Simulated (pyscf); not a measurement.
**`[NH2][Sn]([NH2])([NH2])[OH]`, singlet**

Gas-phase minimum from PySCF at ωB97X-D3(BJ)/def2-SVP, one conformer. 

```
Sn
O 1 1.9827
H 2 0.9647 1 111.55
N 1 2.0175 2 101.95 3 149.34
H 4 1.0176 1 114.36 2 134.43
H 4 1.0183 5 108.79 1 126.95
N 1 2.0230 2 106.88 3 26.38
H 7 1.0185 1 113.28 2 80.82
H 7 1.0187 8 107.63 1 -125.53
N 1 2.0240 2 115.63 3 -90.13
H 10 1.0182 1 113.86 2 -50.14
H 10 1.0185 11 107.82 1 -127.47
```

Properties at ωB97X-D3(BJ)/def2-SVP:

```
Quantity                                                                                                                                                                                                                                                                            Value
---------------------------------------------------------------------------------------------------------------------  ------------------------------------------------------------------------------------------------------------------------------------------------------------------
Harmonic wavenumbers, unscaled                                                                                         73, 128, 132, 161, 168, 174, 189, 206, 260, 513, 528, 547, 629, 641, 643, 654, 788, 837, 855, 868, 1542, 1549, 1556, 3569, 3571, 3575, 3663, 3666, 3675, 3901 cm⁻¹
Zero-point energy                                                                                                                                                                                                                                                           56.1 kcal/mol
Rotational symmetry number                                                                                                                                                                                                                                                              1
Entropy of this conformer at 298 K and 1 atm, rigid rotor and harmonic oscillator, modes under 100 cm⁻¹ raised to 100                                                                                                                                                     399.6 J/(mol K)
Dipole moment                                                                                                                                                                                                                                                                      1.29 D
```

Single-point totals, which compare only within one level:

```json
[
 {"level": "ωB97X-D3(BJ)/def2-TZVP", "total energy (hartree)": "-458.30146"},
 {"level": "PBE/def2-TZVP", "total energy (hartree)": "-457.86427"},
 {"level": "r²SCAN/def2-TZVP", "total energy (hartree)": "-458.10047"},
 {"level": "B3LYP-D3(BJ)/def2-TZVP", "total energy (hartree)": "-458.23944"},
 {"level": "PBE0-D3(BJ)/def2-TZVP", "total energy (hartree)": "-457.88694"},
 {"level": "M06-2X/def2-TZVP", "total energy (hartree)": "-457.98933"},
 {"level": "ωB97M-D3(BJ)/def2-TZVP", "total energy (hartree)": "-458.24516"}
]
```

Soft torsions are taken as harmonic, which can shift the entropy by several J/(mol K). Elements past Kr carry the def2 core potentials, without spin-orbit coupling.
